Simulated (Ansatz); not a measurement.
Isolated molecules relaxed with PBE0-D4/def2-TZVP in Ansatz; ΔE leaves out vibrations. CCSD(T)/CBS adds triple-zeta CCSD(T) − MP2 to the extrapolated MP2 energy (def2 sets, frozen cores). This one scheme is used for every species. Functionals use def2-TZVPP. B3LYP here is the variant with VWN-RPA as its local correlation; programs differ in this. HSE06 is defined as in plane-wave codes. One conformer a species, not always the lowest.

`F[Si]([SiH3])([SiH3])Cl` + H₂O → `O[Si](F)([SiH3])Cl` + SiH₄  (formal hydrolysis of the Si–Si bond)

`F[Si]([SiH3])([SiH3])Cl`:

Cartesian coordinates in Å:
```
F -1.205 -1.739 -0.766
Si -0.630 -0.545 0.138
Si 1.581 -1.045 0.738
Si -0.984 1.488 -0.976
Cl -1.746 -0.504 1.870
H 1.624 -2.332 1.478
H 2.085 0.053 1.604
H 2.429 -1.135 -0.481
H -0.238 1.498 -2.262
H -0.479 2.585 -0.109
H -2.435 1.677 -1.233
```

H₂O:

Z-matrix (Å, degrees):
```
O
H 1 0.960
H 1 0.960 2 105.1
```

`O[Si](F)([SiH3])Cl`:

```xyz
9

O    -1.878    0.445   -0.150
Si   -0.571   -0.489   -0.387
F    -0.411   -0.818   -1.939
Si    1.316    0.608    0.425
Cl   -0.833   -2.311    0.522
H    -2.755    0.072   -0.262
H     1.157    0.812    1.887
H     2.508   -0.237    0.160
H     1.468    1.920   -0.256
```

SiH₄:

Z-matrix (Å, degrees):
```
Si
H 1 1.485
H 1 1.485 2 109.5
H 1 1.485 2 109.5 3 -120.0
H 1 1.485 2 109.5 3 120.0
```

**Question.** Is it downhill or uphill in electronic energy at CCSD(T)/CBS, and by how much? (Best estimate.)

**Answer.** Computed: Downhill: ΔE = -28.3 kcal/mol.

**Question.** What do these levels give: PBE0-D4, HSE06-D4, B2PLYP, PBE, revPBE, r2SCAN, PBE0, B3LYP, CAM-B3LYP, MP2/def2-SVP, CCSD/def2-SVP, CCSD(T)/def2-TZVPP? (Best estimate.)

**Answer.** The calculation gave: PBE0-D4 -25.3, HSE06-D4 -25.2, B2PLYP -30.8, PBE -24.5, revPBE -24.0, r2SCAN -28.9, PBE0 -26.2, B3LYP -30.1, CAM-B3LYP -32.1, MP2/def2-SVP -31.1, CCSD/def2-SVP -30.0, CCSD(T)/def2-TZVPP -29.6 kcal/mol.

Largest T1 diagnostic among the species: 0.013.

From PBE to PBE0 (25 % exact exchange), in def2-TZVPP and without D4, ΔE moves by −1.7 kcal/mol. At CCSD(T), def2-SVP lies −1.2 kcal/mol from the extrapolated value and def2-TZVPP −1.2 kcal/mol. The D4 term adds +1.4 kcal/mol with B3LYP and +0.9 kcal/mol with PBE0; it sums over pairs of atoms, weighted by their polarisabilities, and B3LYP, whose exchange is more repulsive, gets the larger term.
